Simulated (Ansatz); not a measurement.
Cartesian coordinates in Å:
```
Cl 1.022 1.267 -1.766
B 0.467 1.007 -0.056
O -0.988 0.508 -0.008
B -0.498 -0.924 0.320
Cl -1.166 -1.532 1.864
O 0.934 -0.357 0.484
H 0.684 1.911 0.686
H -1.455 0.580 -0.847
H -0.594 -1.669 -0.610
H 1.594 -0.791 -0.066
```

Total charge 0; spin multiplicity 1.

Q: List the r2SCAN/def2-TZVPP orbital energies in eV (Ansatz). (Estimate.)

A: Computed: Occupied: -2753.30, -2752.86, -518.17, -518.17, -254.70, -254.27, -193.24, -193.11, -193.09, -192.81, -192.68, -192.66, -182.93, -182.90, -29.91, -28.26, -21.61, -21.23, -17.47, -14.88, -14.02, -13.08, -12.96, -11.69, -10.35, -10.06, -9.76, -8.58, -8.43, -7.94, -7.83, -7.40. Lowest empty: -0.18, -0.10, 1.71, 1.84, 2.06, 2.14, 2.43, 2.53.
